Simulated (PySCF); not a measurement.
A run for PySCF: D3(BJ) and D4 dispersion corrections on GeH4 (SMILES [GeH4]).

```python
from pyscf import gto
from pyscf.dispersion import dftd3, dftd4

mol = gto.M(
    atom='''
    Ge    0.21330108   -0.07963028    3.37867452
    H     0.18560987    1.44388290    3.55044762
    H    -0.99329539   -0.50335029    2.51555253
    H     0.09827272   -0.77198086    4.74281255
    H     1.50254192   -0.51087463    2.66931441
    ''',
    basis='def2-svp',
    charge=0, spin=0, verbose=0, max_memory=1800)
d3, d4 = {}, {}
for xc in ['hf', 'pbe', 'blyp', 'revpbe', 'tpss', 'r2scan', 'b3lyp', 'pbe0', 'bhlyp', 'camb3lyp', 'b2plyp']:
    d3[xc] = float(dftd3.DFTD3Dispersion(mol, xc=xc, version='d3bj', atm=False).get_dispersion()['energy'])
    print(f'D3(BJ) {xc:10s} {d3[xc]:14.8f} Eh')
for xc in ['hf', 'pbe', 'blyp', 'revpbe', 'tpss', 'r2scan', 'b3lyp', 'pbe0', 'bhlyp', 'camb3lyp', 'b2plyp']:
    d4[xc] = float(dftd4.DFTD4Dispersion(mol, xc={'camb3lyp': 'cam-b3lyp'}.get(xc, xc), atm=True).get_dispersion()['energy'])
    print(f'D4     {xc:10s} {d4[xc]:14.8f} Eh')
```

The log:

```
D3(BJ) hf            -0.01826401 Eh
D3(BJ) pbe           -0.00176422 Eh
D3(BJ) blyp          -0.00388632 Eh
D3(BJ) revpbe        -0.00458816 Eh
D3(BJ) tpss          -0.00220700 Eh
D3(BJ) r2scan        -0.00043832 Eh
D3(BJ) b3lyp         -0.00318125 Eh
D3(BJ) pbe0          -0.00149542 Eh
D3(BJ) bhlyp         -0.00255751 Eh
D3(BJ) camb3lyp      -0.00132931 Eh
D3(BJ) b2plyp        -0.00147860 Eh
D4     hf            -0.00633982 Eh
D4     pbe           -0.00157959 Eh
D4     blyp          -0.00363030 Eh
D4     revpbe        -0.00539836 Eh
D4     tpss          -0.00214023 Eh
D4     r2scan        -0.00035205 Eh
D4     b3lyp         -0.00257137 Eh
D4     pbe0          -0.00129561 Eh
D4     bhlyp         -0.00185843 Eh
D4     camb3lyp      -0.00128975 Eh
D4     b2plyp        -0.00108140 Eh
```

The run finished.

Cost: roughly 0.010 core-seconds.
